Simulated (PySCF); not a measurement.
Cost of one run: geometry optimisation, Te(OMe)2 (`CO[Te]OC`).

Method: PBE0-D3(BJ)/def2-SVP geometry optimisation, gas phase, def2 core potentials past Kr (PySCF 2.14.0). Work: geometry optimisation from a GFN2-xTB start shaken at random, density fitting. A driver script takes a list of jobs; this job's settings line and coordinates (Å) are shown.

Input:
```
{"job": {"xc": "PBE0", "basis": "def2-SVP", "d3": "d3bj", "grid": 1, "maxiter": 30, "shake": 0.03, "kind": "geom"}, "charge": 0, "multiplicity": 1}
Te     0.059740     0.251670    -1.833970
O      1.208700     0.883140    -0.401080
C      2.015410    -0.062280     0.174400
H      1.619360    -0.913900     0.556450
H      2.535900     0.430950     1.014390
H      2.841750    -0.377690    -0.496480
O     -1.192470    -0.710030    -0.669050
C     -2.029380    -0.002250     0.199230
H     -1.530710     0.692070     0.911130
H     -2.544600    -0.794070     0.867980
H     -2.885640     0.516890    -0.292100
```

Hardware: an AMD EPYC 9B45 with one thread, shared host with 48 logical CPUs at a one-minute load of 11. PySCF's memory limit was set to 2320 MB.

Problem. How large is the basis?

Solution. 112 functions.

Problem. Which is nearest to the wall time?
A. 28 s
B. 0.47 s
C. 3.5 s

Solution. A. The run took 28 s. The run took 9 energy-and-gradient evaluations and 65 SCF cycles, 3.1 s an evaluation on average.

Problem. How much memory does it need at the peak?

Solution. About 0.43 GiB. Peak memory is the resident size of the whole Python process, interpreter and libraries included.

Problem. At this speed, how long would 20000 such jobs take on 16 cores, one job a core?

Solution. 20000/16 gives 1250 rounds of 28 s, about 9.7 h of wall time and 160 core-hours, if the jobs don't slow each other.

The output:
```
step   0  E = -497.80264498  max force = 0.073716
step   1  E = -497.81584505  max force = 0.011795
step   2  E = -497.81670722  max force = 0.003836
step   3  E = -497.81680558  max force = 0.001703
step   4  E = -497.81684783  max force = 0.000620
step   5  E = -497.81687542  max force = 0.001458
step   6  E = -497.81690480  max force = 0.001835
step   7  E = -497.81691423  max force = 0.001044
step   8  E = -497.81691620  max force = 0.000171
optimisation converged
```

Energies in Eh; «max force» is the largest Cartesian gradient component in Eh/bohr.

Times come from a shared host and carry two figures at best.

The run converged: final energy -497.81692 Eh after 8 steps; dipole 0.36 D.
